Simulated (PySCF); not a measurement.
SMILES COC(=O)[SiH2]c1ccco1, GFN2-xTB optimised geometry.

```
18

C      0.95    -3.59     1.08
O      0.22    -2.38     0.94
C     -0.72    -2.34    -0.02
O     -0.95    -3.26    -0.75
Si    -1.62    -0.64     0.00
C     -0.31     0.70     0.00
C      1.06     0.70     0.00
C      1.47     2.05     0.00
C      0.32     2.78     0.00
O     -0.75     1.98     0.00
H      0.28    -4.41     1.35
H      1.68    -3.42     1.86
H      1.44    -3.84     0.14
H     -2.47    -0.57    -1.19
H     -2.42    -0.58     1.23
H      1.69    -0.17     0.01
H      2.47     2.42     0.00
H      0.15     3.84     0.00
```

Density from PBE0/def2-SVP (PySCF) at that geometry.

Minimum of the electron density along straight lines between bonded atoms, close to the bond critical point (lines longer than 1.1 times the sum of covalent radii, or with two minima, are not listed):

| bond | length / Å | ρ at the minimum / e bohr⁻³ | ∇²ρ there / e bohr⁻⁵ | position (fraction from the first atom) |
|---|---|---|---|---|
| C1–O2 | 1.424 | 0.243 | -0.31 | 0.34 |
| O2–C3 | 1.338 | 0.301 | -0.25 | 0.67 |
| C3–O4 | 1.206 | 0.415 | 0.34 | 0.33 |
| C3–Si5 | 1.919 | 0.110 | 0.32 | 0.62 |
| Si5–C6 | 1.871 | 0.114 | 0.37 | 0.38 |
| C6–C7 | 1.372 | 0.320 | -0.80 | 0.51 |
| C7–C8 | 1.411 | 0.294 | -0.70 | 0.50 |
| C8–C9 | 1.362 | 0.325 | -0.83 | 0.48 |
| C6–O10 | 1.357 | 0.278 | 0.08 | 0.33 |
| C9–O10 | 1.338 | 0.294 | 0.07 | 0.33 |
| C1–H11 | 1.092 | 0.282 | -1.09 | 0.64 |
| C1–H12 | 1.087 | 0.285 | -1.11 | 0.64 |
| C1–H13 | 1.092 | 0.282 | -1.09 | 0.64 |
| Si5–H14 | 1.463 | 0.119 | 0.31 | 0.49 |
| Si5–H15 | 1.467 | 0.117 | 0.31 | 0.49 |
| C7–H16 | 1.071 | 0.287 | -1.12 | 0.64 |
| C8–H17 | 1.071 | 0.285 | -1.11 | 0.64 |
| C9–H18 | 1.073 | 0.291 | -1.17 | 0.65 |
